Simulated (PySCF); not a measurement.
C₅H₇FO (charge +1 and doublet state).
Z-matrix (Å and degrees, GFN2-xTB geometry), rows numbered from 1:
```
F 
C   1  1.3537
C   2  1.4731  1  112.71
C   3  1.3858  2  118.88  1  -154.53
O   4  1.2869  3  124.65  2     2.60
C   5  1.4179  4  121.23  3    -0.56
C   6  1.5285  5  113.56  4    26.02
H   2  1.1157  1  105.30  3   117.16
H   3  1.0803  2  119.71  1    23.04
H   4  1.0870  3  121.53  2  -179.01
H   6  1.1011  5  107.02  4   -96.51
H   6  1.0949  5  105.79  4   148.85
H   7  1.0897  2  110.71  1   -62.20
H   7  1.0934  2  108.68  1    56.18
```

The hyperfine couplings belong to this conformer and change with its torsions.

Identity: `F[C@@H]1[CH+][CH]OCC1` [radical] (charge +1).

Method used: UKS B3LYP, pcH-1 on C F H O, non-relativistic, mean-field spin-orbit, GIAO in PySCF. Geometry: GFN2-xTB, one conformer, isolated ion. A GFN2-xTB geometry isn't a minimum of the functional, and hyperfine couplings can be far from their values at a DFT geometry, by a factor of two or more for some ions and for spin on atoms past the first row. The SCF solution wasn't tested for stability.

Question: Break the g tensor into its mass correction, gauge correction and orbital-Zeeman/spin–orbit terms.

Answer: 
| Δg (ppm) | 1 | 2 | 3 |
| --- | --- | --- | --- |
| relativistic mass correction | -200 | -200 | -200 |
| gauge correction | -5 | 37 | 35 |
| orbital Zeeman/spin–orbit | 220 | 2360 | 2557 |
| total | 15 | 2196 | 2392 |

So g = 2.00233, 2.00452, 2.00471 and g_iso = 2.00385; the tensor is close to axial: the two nearest values differ by 8 % of g3 − g1. Axes: g2 points within 4° of the C2–C3 bond.

Question: What are the electron Larmor frequencies g μB B/h along the three axes at 340 mT?

Answer: 9.5286, 9.5389, 9.5399 GHz for g1, g2 and g3, a range of 11.3 MHz.

Question: What effective moment and Curie constant follow for a powder?

Answer: With the mean of g² = 4.0154 and S(S+1) = 0.75: μ_eff = √(⟨g²⟩S(S+1)) = 1.735 μB and χT = 0.12505·⟨g²⟩·S(S+1) = 0.377 cm³ K/mol (cgs; spin-Hamiltonian part alone).

Question: At 9.785 GHz, how far is the centre of the isotropic spectrum from where a free electron (g = 2.002319) resonates?

Answer: B = hν/(g μB) with μB/h = 13.99624 MHz/mT gives 349.15 mT for the free electron and 348.89 mT at g_iso, 0.27 mT lower.

Question: In a frozen sample, at which fields do the three g values resonate at 9.5, 34, 94 and 263 GHz (hyperfine left aside), and which band first spreads them over more than twice a line width of 0.3 mT?

Answer: 
```tsv
band	GHz	B(g3) mT	B(g2) mT	B(g1) mT	spread mT
X	9.5	338.58	338.61	338.98	0.40
Q	34.0	1211.76	1211.88	1213.20	1.44
W	94.0	3350.15	3350.48	3354.13	3.98
J	263.0	9373.30	9374.21	9384.42	11.13
```

The spread grows in proportion to the frequency. Q band is the first where it exceeds 0.6 mT.

The Mulliken spin populations are largest on C3 (+0.60), O5 (+0.24) and C4 (+0.11). The angles at C3 add up to 360.0°, so it is planar.

The HOMO–LUMO gaps are 6.57 eV among the α and 3.63 eV among the β orbitals.

The SMILES draws the unpaired electron on C4; the largest computed Mulliken spin population is on C3 (0.60 against 0.11).
